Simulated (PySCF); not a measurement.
CH4BrGaO, SMILES C[O][GaH][Br].

Geometry: PBE0-D3(BJ)/def2-SVP. Other conformers were not sampled.

Two levels are set side by side: TDA-PBE/def2-SVPD (PySCF) and TDA-PBE0/def2-SVPD (PySCF). Vertical, same geometry. The lowest singlet is HOMO−1→LUMO 95 % with PBE and HOMO−1→LUMO 93 % with the other functional; states are paired by order. Differences are taken from unrounded values.

| quantity | TDA-PBE0 | TDA-PBE | TDA-PBE minus TDA-PBE0 |
|---|---|---|---|
| lowest singlet excitation (eV) | 5.81 | 5.08 | -0.72 |
| lowest triplet excitation (TDA) (eV) | 5.17 | 4.46 | -0.71 |
| first bright state (f over 0.05) (eV) | 6.83 | 6.01 | -0.82 |
| its oscillator strength | 0.18 | 0.18 | 0.00 |

Functionals without exact exchange tend to place singlet excitations lower, as here. Differences between two approximate levels are no errors against the true value.

Rough cost on one machine, each run with all the roots and properties that it gave: TDA-PBE0 against TDA-PBE about 3 times.
